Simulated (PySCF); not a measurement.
Vertical excitation energies

CH8N2Si.
InChI=1S/CH8N2Si/c1-3-4-2/h3H,2,4H2,1H3

Computed with TDDFT CAM-B3LYP/def2-SVPD, vertical, gas phase, core orbitals frozen in the response (PySCF 2.14.0, density-fitted response routines). One conformer (not necessarily the lowest) at the PBE0-D3(BJ)/def2-SVP geometry, without solvent, vibrations or thermal averaging. Torsions of this conformer, `[CH3:1][NH:2][SiH2:3][NH2:4]`: C1–N2–Si3–N4 -153°, H–N4–Si3–N2 -149°, H–N4–Si3–N2 62°.

Problem. List the vertical singlet excitations with oscillator strengths and describe the spectrum.

Solution. 

```tsv
state	E (eV)	E (kJ/mol)	λ (nm)	f	|μ| (D)	main configurations (H = HOMO, L = LUMO)
S1	6.17	595	201.1	0.0005	0.15	H→L+1 (65%), H→L (23%)
S2	6.51	629	190.3	0.037	1.22	H→L (44%), H-1→L (27%), H→L+1 (18%)
S3	6.73	649	184.4	0.022	0.93	H-1→L (61%), H→L (17%)
S4	7.31	705	169.7	0.045	1.28	H→L+2 (68%), H→L+4 (13%)
S5	7.47	721	165.9	0.0093	0.57	H→L+4 (41%), H→L+3 (23%), H-1→L+1 (11%)
S6	7.72	744	160.7	0.029	1.00	H-1→L+1 (38%), H→L+4 (27%), H→L+3 (9%)
S7	7.78	750	159.4	0.016	0.74	H→L+3 (52%), H-1→L+1 (16%), H-1→L+2 (11%)
S8	8.14	786	152.3	0.014	0.68	H-1→L+2 (44%), H-1→L+6 (13%), H→L+5 (12%)
S9	8.22	793	150.9	0.037	1.09	H→L+5 (48%), H→L+7 (13%)
S10	8.38	809	147.9	0.014	0.66	H-1→L+4 (28%), H-1→L+5 (23%)
```

Triplets (Tamm–Dancoff): T1 5.93 eV, H→L+1 (60%), H→L (18%), H→L+2 (13%); T2 6.19 eV, H-1→L (45%), H→L (29%), H→L+1 (10%); T3 6.40 eV, H-1→L (36%), H→L (32%), H→L+1 (11%); T4 6.98 eV, H→L+2 (57%), H→L+1 (12%), H→L+3 (10%).

The lowest singlet comes at 201 nm (595 kJ/mol) in the ultraviolet; it is very weak; its leading configuration is HOMO→LUMO+1 (65%). The most intense listed level is S4 at 7.31 eV (170 nm, f = 0.045), 1.14 eV above S1. Löwdin shares by element: HOMO nitrogen 55% or more, carbon 12%, silicon 10%, hydrogen 6% or more (atoms not listed hold the other 17%); LUMO silicon 39%, hydrogen 28% or more, nitrogen 14% or more (atoms not listed hold the other 19%). The listed states span 2.22 eV, and the widest gap between neighbours is 0.58 eV (S3 to S4). The oscillator strengths of these states sum to 0.225; summed over the whole spectrum of an exact calculation they would give the number of electrons, 42 (Thomas–Reiche–Kuhn). Orbital energies (eV): HOMO-3 -11.37, HOMO-2 -10.76, HOMO-1 -8.86, HOMO -8.02, LUMO 1.30, LUMO+1 1.54, LUMO+2 2.32. The vertical ionisation energy (ΔSCF) is 8.86 eV, 0.48 eV above S10. Only the lowest 10 singlets were computed, as vertical energies without vibronic structure.

Without π bonds the low states are Rydberg-like; a valence basis with one diffuse set may place them up to an eV too high.
